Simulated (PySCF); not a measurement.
Cartesian coordinates in Å; atom numbers follow the order of the lines, from 1:
```xyz
26

C     2.8593    0.0576   -0.5919
N     1.8299   -0.9385   -0.5211
P     0.3400   -0.6702   -0.1388
C    -0.1197    0.0439    1.4992
C    -1.6121   -0.2177    1.7895
C    -2.4210   -0.4991    0.5134
C    -2.1217   -1.9096   -0.0224
C    -0.6125   -2.2141   -0.1061
C    -2.1257    0.5626   -0.5579
C    -0.7379    0.3773   -1.2055
H     3.0698    0.5707    0.3713
H     2.6703    0.8642   -1.3332
H     3.8103   -0.4125   -0.8962
H     0.5407   -0.3984    2.2606
H     0.1090    1.1215    1.4636
H    -2.0476    0.6429    2.3220
H    -1.7135   -1.0794    2.4697
H    -3.4921   -0.4479    0.7654
H    -2.5789   -2.0113   -1.0203
H    -2.6139   -2.6600    0.6159
H    -0.2499   -2.7857    0.7624
H    -0.3383   -2.7925   -1.0002
H    -2.9060    0.5313   -1.3350
H    -2.1959    1.5610   -0.0958
H    -0.7956   -0.1352   -2.1791
H    -0.2312    1.3376   -1.3882
```

One conformer, rapidly exchanging positions averaged, no solvent, relativity neglected. NMR shieldings at KT3/pcSseg-1/GIAO; geometry from PBE0-D3(BJ)/def2-SVP; PySCF.

Shifts are taken against calculated references (same method and geometry level): TMS for 13C (σ = 182.31 ppm) and 1H (σ = 31.32 ppm); NH3 for 15N (σ = 262.01 ppm); 31P (σ = 332.35 ppm) vs H3PO4.

```json
{"atoms": "H14/H15/H21/H22/H25/H26", "nucleus": "1H", "count": "6", "δ (ppm)": "1.56"}
{"atoms": "C4/C8/C10", "nucleus": "13C", "count": "3", "δ (ppm)": "22.7"}
{"atoms": "P3", "nucleus": "31P", "count": "1", "δ (ppm)": "-46.9"}
{"atoms": "C5/C7/C9", "nucleus": "13C", "count": "3", "δ (ppm)": "?"}
{"atoms": "H18", "nucleus": "1H", "count": "1", "δ (ppm)": "1.09"}
{"atoms": "C6", "nucleus": "13C", "count": "1", "δ (ppm)": "27.9"}
{"atoms": "N2", "nucleus": "15N", "count": "1", "δ (ppm)": "49.0"}
{"atoms": "H16/H17/H19/H20/H23/H24", "nucleus": "1H", "count": "6", "δ (ppm)": "?"}
{"atoms": "H11/H12/H13", "nucleus": "1H", "count": "3", "δ (ppm)": "?"}
{"atoms": "C1", "nucleus": "13C", "count": "1", "δ (ppm)": "33.9"}
```

Estimate the values marked ?.

## Answers


- C5/C7/C9: 30.4 ppm, sp3 CH2 in a ring; a saturated carbon with 2 carbon neighbours and no heteroatom attached
- H11/H12/H13: 2.97 ppm, hydrogen on a methyl carbon bonded to N; its carbon carries N, which withdraws density
- H16/H17/H19/H20/H23/H24: 1.87 ppm, hydrogen on an sp3 CH2 in a ring

Shifts are as computed, not scaled to solution data. Of 1313 compounds with measured shifts, 239 miss one by over three times the rms of a fit or turn the order of signals round; such compounds aren't used in these exercises. Experimental scales use liquid or dissolved standards, which lie at an offset from isolated NH3 (liquid NH3: subtract about 20 ppm) and H3PO4.
